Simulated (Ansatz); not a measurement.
`O=C=N[SiH2]F` → C• + F• + 2 H• + N• + O• + Si•  (atomization)

Calculated with Ansatz (gas phase, PBE0-D4/def2-TZVP geometries, no zero-point term in ΔE). CCSD(T)/CBS is the MP2 limit (def2-TZVPP, def2-QZVPP) plus CCSD(T) − MP2 in def2-TZVPP, frozen cores. This one scheme is used for every species, atoms too. Functionals use def2-TZVPP. Open shells (•) are unrestricted, without spin–orbit coupling. Spin–orbit coupling would lower the free atoms: a little for C, F, O, Si. One conformer a species, not always the lowest.

`O=C=N[SiH2]F`:

Cartesian coordinates in Å:
```
O -0.777 0.517 2.858
C -0.567 0.280 1.740
N -0.382 0.023 0.588
Si 0.251 -0.180 -0.970
F 1.752 0.348 -0.997
H 0.262 -1.617 -1.301
H -0.539 0.628 -1.918
```

CCSD(T)/CBS gives +725.7 kcal/mol.

**Question.** Another level gave +850.4 kcal/mol. Which?
A. PBE-D4/def2-TZVPP
B. LDA (SPW92)/def2-TZVPP
C. PBE-QIDH/def2-TZVPP
D. CAM-B3LYP/def2-TZVPP

**Answer.** B. LDA (SPW92) 850.4, CAM-B3LYP 729.7, PBE-D4 753.2, PBE-QIDH 718.6 kcal/mol.

Largest T1 diagnostic among the species: 0.015.

In def2-TZVPP, CCSD(T) changes the Hartree–Fock value by +203.1 kcal/mol (the triples alone add +16.3 kcal/mol) and MP2 by +233.9 kcal/mol; breaking electron pairs costs correlation energy, which Hartree–Fock lacks. Leaving LDA and LC-ωPBE aside and taking each functional with its dispersion term where it has one, the values, not all of them listed here, spread over 60.7 kcal/mol, from BHLYP-D4 to PBE-D4. LDA lies +100.2 kcal/mol from PBE without D4, its usual overbinding. The D4 term adds +4.9 kcal/mol with B3LYP and +2.5 kcal/mol with PBE0; it sums over pairs of atoms, weighted by their polarisabilities, and B3LYP, whose exchange is more repulsive, gets the larger term.

B3LYP here is the variant with VWN-RPA as its local correlation; programs differ in this.

For atomizations the MP2-based limit and the directly extrapolated one differ by several kJ/mol either way, and by 10 to 25 for some Ge, Se and Sn compounds, so smaller differences from it don't rank the levels.
